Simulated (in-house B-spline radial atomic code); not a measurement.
A calculation on Sm (an excited or competing configuration): its settings, and results tabulated from the run. All numbers are computed (scalar-relativistic (X2C) PBE, spin-polarised, spherical fractional occupations; Fermi nucleus of rms radius 5.0819 fm) with a B-spline radial code for spherical atoms, not measured.

Command:
```bash
python run_scf.py task.json out
```
Settings (nuclear radius in fm, mass in u):
```
Z                62
configuration    [Kr] 4d9 4f6 5s2 5p6 6s2 6d1
hamiltonian      x2c
method           pbe,pbe
spin_polarised   True
nucleus          fermi
rms_radius       5.0819
atomic_mass      151.91974
speed_of_light   137.035999084
```

Output (hartree, bohr):
```
 radial grid: 89 intervals, B-splines of order 8, outer radius 85 bohr

 iter        energy (Eh)    residual
    1      -10391.567127    6.68e-01
    2      -10397.899636    9.31e-01
    3      -10420.606429    1.51e-01
    4      -10421.476341    4.98e-02
    5      -10421.547220    3.05e-02
    6      -10421.604538    4.49e-03
    7      -10421.606353    1.49e-03
    8      -10421.606941    1.07e-03
    9      -10421.607063    5.18e-04
   10      -10421.607104    2.03e-04
   11      -10421.607109    4.84e-05
   12      -10421.607110    1.40e-05
   13      -10421.607110    3.32e-06
   14      -10421.607110    3.77e-07

 total energy                    -10421.60711
 kinetic                           11304.8737
 electron-nucleus                 -25516.2808
 Hartree                            4027.7050
 exchange-correlation               -237.9050

 orbital      occ     eigenvalue          <r>       <r^2>       <1/r>       r_max
 1s up      1.000     -1711.7010    0.0220458  0.00067146     73.5258     0.01366
 1s down    1.000     -1711.7006    0.0220458 0.000671458     73.5258     0.01366
 2s up      1.000      -280.2671    0.0963578   0.0110229      16.929     0.08203
 2s down    1.000      -280.2461    0.0963542    0.011022     16.9298     0.08202
 2p up      3.000      -250.4867     0.085059  0.00884738     15.0756     0.06592
 2p down    3.000      -250.4703    0.0850548  0.00884644     15.0762     0.06591
 3s up      1.000       -61.8818     0.254618   0.0742173     6.06428      0.2338
 3s down    1.000       -61.7956     0.254394   0.0740806     6.07048      0.2337
 3p up      3.000       -52.5343     0.252851   0.0742045       5.544      0.2289
 3p down    3.000       -52.4475     0.252579   0.0740372     5.54999      0.2288
 3d up      5.000       -39.6863     0.230976   0.0627755     5.21726      0.1876
 3d down    5.000       -39.6110     0.230668   0.0625887     5.22256      0.1875
 4s up      1.000       -12.7953     0.578036    0.377175     2.51084      0.5395
 4s down    1.000       -12.5545     0.578044    0.377239     2.51023      0.5393
 4p up      3.000        -9.7049     0.610783    0.424272     2.27352      0.5623
 4p down    3.000        -9.4656     0.611067    0.424804     2.27203      0.5619
 4d up      5.000        -5.3206     0.665662      0.5136      1.9909      0.5862
 4d down    4.000        -5.0855     0.667442    0.516997      1.9865      0.5859
 4f up      6.000        -0.6134     0.882998    0.999726     1.46457      0.6009
 5s up      1.000        -1.9705      1.36948     2.10647    0.980609       1.239
 5s down    1.000        -1.8632      1.39462     2.18505    0.958103       1.256
 5p up      3.000        -1.1915      1.58168     2.83315    0.830397       1.392
 5p down    3.000        -1.1137      1.61962     2.97231    0.806792       1.417
 6s up      1.000        -0.2651      3.65565      15.021    0.346469        3.23
 6s down    1.000        -0.2517      3.72827     15.6289    0.339648         3.3
 6d up      1.000        -0.0297      10.1573     116.147     0.12047       9.285
```

Cost of the run: 0.51 s on 1 thread of Arm Neoverse V2, with other jobs on the host.

One-electron X2C: radii and densities carry no picture-change correction, so inner-shell <1/r> comes out high (for 1s by about 2 % at Z = 33, 5 % at 54, 10 % at 75, 30 % at 118) and <r> low.
